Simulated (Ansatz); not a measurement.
System: C2H5GeO2, net charge -1, singlet state. It need not be the lowest isomer of its formula. Whether it binds its extra electron was not tested at this geometry. 
Coordinates optimised at B3LYP-D3(BJ)/def2-TZVP (Ansatz, a quantum-chemistry and plane-wave program):
SMILES: [CH2-]C(=O)[O][GeH3]
```xyz
10

C      2.6963     0.2652    -0.0590
C      1.3609     0.0107    -0.0740
O      0.7348    -1.0721    -0.4268
O      0.4474     0.9616     0.3195
Ge    -1.0969    -0.0359     0.0498
H      3.3922    -0.4987    -0.3729
H      3.0662     1.2265     0.2648
H     -1.4802    -1.1777     1.0334
H     -1.6188    -0.3081    -1.3894
H     -2.0580     1.1370     0.5257
```
Charge -1, spin multiplicity 1.

Parts of the frozen-core correlation energy in aug-cc-pVQZ (Ansatz, hartree). Frozen orbitals: 18; correlated occupied orbitals by spin: 15 and 15; virtual: 610 and 610. No spin-orbit coupling. No relativistic terms.

```json
[
 {"term": "reference (HF)", "value": "-2303.89788"},
 {"term": "MP2 opposite-spin", "value": "___"},
 {"term": "MP2 same-spin", "value": "___"},
 {"term": "CCSD correlation", "value": "-1.02934"},
 {"term": "(T)", "value": "___"},
 {"term": "T1 diagnostic", "value": "0.015"},
 {"term": "largest doubles amplitude", "value": "0.041"}
]
```

### Question
Some entries are withheld; supply them.

### Answer

- MP2 opposite-spin, value: -0.77724
- MP2 same-spin, value: -0.24190
- (T), value: -0.04860
